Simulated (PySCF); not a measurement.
CH₄N₂OSi, SMILES N#CO[SiH2]N. Atoms are numbered in the order given.

```xyz
9

N      0.0839     2.8763     0.0000
C     -0.2131     1.7506     0.0000
O     -0.5641     0.5177     0.0000
Si     0.5054    -0.8534     0.0000
N     -0.3974    -2.2939     0.0000
H      1.2960    -0.7377    -1.2461
H      1.2960    -0.7377     1.2461
H     -0.8406    -2.6495     0.8410
H     -0.8406    -2.6495    -0.8410
```
Charge 0, spin multiplicity 1.

Coordinates come from a B3LYP-D3(BJ)/def2-SVP optimisation. This is a generated structure with no PubChem entry under its InChIKey; it may be hypothetical. One conformer was computed; it need not be the lowest.

Level of theory: SMD-B3LYP/def2-SVP (PySCF).

Solvation free energies are E(SMD) − E(gas) at the gas-phase geometry, for 1 M in both phases. In vacuum the dipole moment is 5.92 D.

```
solvent         ΔG(solv) (kcal/mol)  its non-electrostatic (CDS) part  dipole (D)
--------------  -------------------  --------------------------------  ----------
water                          -3.7                               6.4        7.17
ethylethanoate                 -5.2                               2.4        6.93
ethanol                        -5.6                               4.1        7.13
```
